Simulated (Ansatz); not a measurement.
## singlet Be: levels of theory in one basis

A single Be atom.

Basis set: 6-31G (spherical functions). All electrons are correlated. Charge 0, multiplicity 1.

Computed with Ansatz (development build ahead of 0.2.0); each method stands on the lowest determinant of its kind that the runs found.

```csv
method,E − E(RHF) (eV),<S²> of the determinant
RHF,0.00,0.00
UHF,-0.02,0.16
RHF-MP2,-0.66,–
RHF-CCSD,-1.27,–
RHF-CCSD(T),-1.27,–
RHF-BCCD(T),-1.27,–
full CI (lowest root of this spin),-1.27,–
```

Question: What does UHF-MP2 give on the same scale?

Answer: -0.56 eV.

Question: Is a single determinant a sound starting point here?

Answer: Only with care. Unrestricted orbitals gain 0.02 eV and <S²> is 0.16 against 0.00 for a pure state, so spin symmetry breaks but gains little energy; restricted orbitals can still serve.

Caution for UHF, UHF-MP2: the unrestricted determinant is spin contaminated.
